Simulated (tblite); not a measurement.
A tight-binding relaxation on `C=CC[Si@@H](C)[SiH2]Br`.

Computed with GFN2-xTB geometry optimisation, gas phase (tblite 0.8.0). Start geometry: from a force field or distance geometry. The command runs a driver script over a list of jobs; the input below is this job's line of settings and its coordinates in Å.

Command:
```bash
OMP_NUM_THREADS=1 python probes_run.py task.json out
```

Input:
```
{"job": {"kind": "relax", "xc": "GFN2-xTB", "basis": "xTB"}, "charge": 0, "multiplicity": 1}
C      2.706800     0.747100     0.100200
C      1.768900    -0.207200     0.091000
C      0.832200    -0.321900    -1.027300
Si    -0.954600    -0.142000    -0.564600
C     -1.736600    -1.761100    -0.034800
Si    -1.211500     1.290000     1.127200
Br    -1.362100     3.349500     0.188700
H      2.790100     1.474100    -0.702700
H      3.423700     0.857500     0.921100
H      1.752300    -0.893300     0.954200
H      1.045600    -1.196500    -1.664200
H      1.035600     0.574100    -1.681400
H     -1.713300     0.325900    -1.736900
H     -1.535200    -2.578500    -0.787700
H     -1.450400    -2.069900     0.975000
H     -2.837900    -1.595300    -0.024700
H     -2.480100     0.951100     1.781200
H     -0.082400     1.202800     2.074200
```

Output:
```
step      E/eV     max force
  0    -590.36682    1.895
  1    -590.51256    1.018
  2    -590.55833    0.856
  3    -590.59364    0.467
  4    -590.65391    0.571
  5    -590.70551    0.638
  6    -590.74187    0.444
  7    -590.76091    0.251
  8    -590.77429    0.272
  9    -590.78486    0.310
... (122 lines left out)
132    -590.89054    0.039
133    -590.89072    0.036
134    -590.89091    0.028
135    -590.89110    0.021
136    -590.89125    0.020
137    -590.89135    0.016
138    -590.89141    0.018
139    -590.89145    0.013
140    -590.89149    0.011
141    -590.89151    0.009
```

«max force» is the largest atomic force in eV/Å.

Main results: energy lowered by 12.1 kcal/mol over 141 steps; largest atomic force 0.009 eV/Å at the end.

Time: 2.4 s wall. Hardware: Arm Neoverse N1, one thread (shared host).
Labels such as C1 count atoms from 1, the log's own numbers from 0.
